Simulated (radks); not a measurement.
N, 7 electrons, occupied as [He] 2s1.75 2p3 3s0.25 (fractional occupations, a model configuration).

Calculated with a radial shooting solver on a logarithmic mesh with Libxc functionals: Dirac Kohn-Sham, BLYP, spin-unpolarised, spherical densities, finite nucleus; open shells are shared between the two j in proportion to 2j + 1; Fermi nuclear charge, rms radius 2.5582 fm.

Energy parts (hartree):
total: -54.34580
kinetic: 54.26126
electron-nucleus: -127.35780
Hartree: 25.30073
exchange-correlation: -6.55000

Orbitals (lengths in bohr, moments of r in powers of bohr; r(max) is where P^2 peaks):
\begin{tabular}{lrrrrr}
orbital & occ. & eigenvalue (hartree) & r(max) & <r^2> & small-component weight \\ \hline
1s1/2 & 2 & -14.26291 & 0.1481 & 0.07140 & 5.87e-04 \\
2s1/2 & 1.75 & -0.75575 & 1.004 & 2.058 & 6.52e-05 \\
2p1/2 & 1 & -0.33444 & 0.9502 & 2.668 & 5.15e-05 \\
2p3/2 & 2 & -0.33369 & 0.9512 & 2.674 & 5.14e-05 \\
3s1/2 & 0.25 & -0.03676 & 5.322 & 56.57 & 3.42e-06 \\
\end{tabular}

The highest occupied level is 3s1/2 at -1.000 eV. The electron density at the nucleus is 211.1 e/bohr^3.
